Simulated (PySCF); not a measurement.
# Exercise with solution: dipole moment from atomic charges

B(CF3)(H)2 (CH₂BF₃), SMILES FC(F)(B)F. Atoms are numbered in the order given.

```xyz
7

B     -1.5674     0.4123     0.0000
C     -0.0132     0.0476     0.0000
F      0.0223    -1.3138     0.0000
F      0.6658     0.4707     1.0806
F      0.6658     0.4707    -1.0806
H     -2.1342     0.5019     1.0528
H     -2.1342     0.5019    -1.0528
```

The structure is a stationary point at B3LYP-D3(BJ)/def2-SVP.

Charges (e) from CAM-B3LYP/def2-TZVP run with PySCF:

| atom | ESP fit | IAO |
|---|---|---|
| B1 | 0.256 | 0.087 |
| C2 | 0.477 | 0.702 |
| F3 | -0.196 | -0.288 |
| F4 | -0.200 | -0.286 |
| F5 | -0.200 | -0.286 |
| H6 | -0.068 | 0.035 |
| H7 | -0.068 | 0.035 |

The dipole moment of the full density is 1.91 D.

### Question
What dipole moment does each set of point charges give, and which comes closer to that of the density?

### Answer

μ = Σ q r, and 1 e Å = 4.8032 D.
ESP fit: Σ q r = (-0.388, 0.129, 0.000) e Å, |μ| = 1.96 D.
IAO: Σ q r = (-0.682, 0.214, 0.000) e Å, |μ| = 3.43 D.
ESP fit comes closer in size. Point charges leave out the atoms' own dipoles (lone pairs, polarised bonds); fits to the potential absorb them, partitions of the density don't.
